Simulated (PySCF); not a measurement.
**Potential energy of AsS⁺ along the bond**

Set-up: PySCF, scalar-relativistic core potentials, basis sets As cc-pVDZ-PP with ECP10, S cc-pV(D+d)Z. Energies in eV from As⁺ + S in their ground configurations at the same level. State: ¹Σ⁺ (singlet), closed shell.

Curves on a restricted Hartree–Fock reference rise too fast on stretching and do not dissociate correctly.

| R (Å) | PBE0 | PBE | B97-3 | RHF |
| --- | --- | --- | --- | --- |
| 1.674 | -3.646 | -3.906 | -3.598 | -1.038 |
| 1.752 | -4.854 | -5.189 | -4.835 | -2.167 |
| 1.830 | -5.514 | -5.927 | -5.521 | -2.728 |
| 1.889 | -5.743 | -6.217 | -5.769 | -2.873 |
| 1.947 | -5.802 | -6.339 | -5.845 | -2.840 |
| 2.005 | -5.730 | -6.331 | -5.790 | -2.672 |
| 2.083 | -5.486 | -6.173 | -5.567 | -2.292 |
| 2.181 | -5.022 | -5.816 | -5.126 | -1.650 |
| 2.297 | -4.331 | -5.251 | -4.457 | -0.742 |
| 2.453 | -3.747 | -4.461 | -3.749 | 0.543 |

Question: Put a parabola through the three lowest points of the PBE0 curve and estimate Re, k and ωe (reduced mass 22.41 u; 1 eV/Å² = 0.16022 mdyn/Å; ωe = 1302.8·√(k/μ) cm⁻¹).

Answer: Through R = 1.889, 1.947, 2.005 Å the second-order coefficient is 19.5 eV/Å², so Re ≈ 1.944 Å, k ≈ 6.24 mdyn/Å and ωe ≈ 687 cm⁻¹. A polynomial fit of higher order to the unrounded PBE0 energies gives Re = 1.942 Å, k = 6.24 mdyn/Å, ωe = 688 cm⁻¹; anharmonicity and rounding make the difference.

The higher-order fit for each curve: PBE0: Re = 1.942 Å, ωe = 688 cm⁻¹, De = 5.80 eV; PBE: Re = 1.972 Å, ωe = 638 cm⁻¹, De = 6.35 eV; B97-3: Re = 1.949 Å, ωe = 678 cm⁻¹, De = 5.85 eV; RHF: Re = 1.905 Å, ωe = 764 cm⁻¹, De = 2.88 eV.

⟨S²⟩ of the unrestricted solution departs from its pure value on part of the curve, where spin states mix. For an ion De counts to the pair picked by the measured ionisation energies or electron affinities, which need not be the lowest pair at this level. Where the molecule has an RHF reference, its open-shell atoms are computed with UHF.
